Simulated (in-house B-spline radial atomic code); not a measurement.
Lu²⁺. Computed with a B-spline radial atomic code. Model: non-relativistic spherical atom: semilocal Troullier-Martins pseudo-atom, one channel per l, against all electrons, high spin, G0W0 and RPA with empty states to l = 8, local potential for every l without a channel, a model core (radius 0 = none) keeps its share of the functional.

Without relativity these are model numbers for so heavy an element.

What the tables leave out is listed at the end.

The pseudopotential gives back the lowest level of each angular momentum of its own functional in the configuration it was made in; a second state of the same l is only approximately right. Exact exchange, RPA and GW see the smooth pseudo-orbitals and miss the exchange with the core, for which the functional's share stands in. The column with an uncorrelated core keeps all orbitals and exact exchange, and so separates missing core correlation from pseudisation. Only the three outermost levels and the lowest empty one were computed. RPA here is direct RPA, with no exchange kernel, and its energies carry an (l + 1/2)⁻⁴ tail. A hybrid on a potential with a model core restores only its own semilocal share of the core's exchange.

Command:
```bash
python run_psgw.py task.json out
```
Settings (lengths in bohr, energies in hartree):
```
Z                      71
electrons              69
configuration          [Xe] 4f14 6s1
generated_in           [Xe] 4f14 6s1
functional             lda,vwn
core_shells            10
radius_factor          1.3
core_correction        True
ion_configuration      [Xe] 4f14
```

Cost of the run: 76 s on 1 thread of Arm Neoverse N1 (shared host).

Given: made with LDA VWN5; model core radius 0.684 bohr; local radius 1.873 bohr; mean-field start PBE0.

Valence shells of the generating configuration: 5p, 4f, 6s.

Channel: s 3.4, p 1.603, d 2.162, f 2.021 (radii in bohr).

Computed: largest level miss in the spin-unpolarised generating configuration 0 eV; valence RPA correlation energy all-electron orbitals -1.5663 hartree; valence RPA correlation energy pseudo -2.3914 hartree; pseudo-atom RPA polarisability 24.297 bohr³; ionisation by mean-field all-electron 19.621 eV; ionisation by mean-field pseudo minus all 0.339 eV; ionisation by RPA all-electron 20.126 eV.

```csv
level,occupied,mean-field all-electron (eV),mean-field pseudo minus all (eV),G0W0 all-electron (eV),G0W0 uncorrelated core minus all (eV),G0W0 pseudo minus all (eV),exchange self-energy all-electron (eV),exchange self-energy pseudo (eV)
6s up,1,-17.402,-0.29,-20.135,-0.002,-0.588,-9.8042,-9.7496
5d up (empty),0,-16.678,-0.169,-13.617,0.099,0.369,-8.8633,-8.2561
```

**Question.** What is the ionisation by RPA pseudo minus all?

**Answer.** 0.675 eV.

**Question.** What is the all-electron RPA polarisability, core included?

**Answer.** 26.066 bohr³.

Among the listed levels the largest G0W0 shift of the pseudo-atom is -0.59 eV, for 6s up on the PBE0 start, while leaving the core uncorrelated moves that level by 0.00 eV. So pseudisation and the lost core exchange, not the missing core correlation, make the error. Not in the tables (levels of low weight, unsolved or above zero; the highest and the empty levels are kept at any weight): the LDA start was refused, since an empty level lay at or below an occupied one; on PBE0 the G0W0 levels 4f down (pseudo minus all +6.99 eV, weights 0.66 and 0.82), 4f up (pseudo minus all +7.23 eV, weights 0.26 and 0.82); no Hartree-Fock pseudo-atom is run with a model core.
